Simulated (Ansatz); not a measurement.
A made-up structure of NH₂Te, doublet:

```xyz
4
angstrom
N 0.1555 -1.1113 0.3744
Te 1.0117 0.5464 -0.2065
H -0.8570 -0.9613 0.3443
H 0.6165 -2.0196 0.4291
```

It is relaxed with PBE-D4/def2-SVP and then PBE0-D4/def2-TZVP (Ansatz 0.2.0). Atoms count as bonded within 1.22 times the sum of their covalent radii (H–H: 0.88 Å). The end point is not checked to be a true minimum.

(1) Does its bonding change? (A judgement: the text doesn't fix the answer.)

Answers

(1) The calculation gives: No: no bond forms or breaks.

Where it ends: The first stage lowers the energy by 0.18 eV in 7 steps. It ends as NH₂Te ([NH2][Te]):
| atom | x (Å) | y (Å) | z (Å) |
| --- | --- | --- | --- |
| N1 | 0.1293 | -1.0512 | 0.4221 |
| Te2 | 1.0884 | 0.5435 | -0.2270 |
| H3 | -0.8739 | -1.0891 | 0.3532 |
| H4 | 0.5829 | -1.9490 | 0.3930 |

Labels in which every atom is bracketed show which atoms are joined, not bond orders.

For scale, one of the runs: PBE0-D4/def2-TZVP relaxation, 93 basis functions, launched by `ansatz run in.yaml --threads 2 --pin off --events-out ev --progress --plain --max-ram 4352MiB`. The run took about 21 s on 2 CPU threads of an Intel Xeon Platinum 8259CL (shared host).
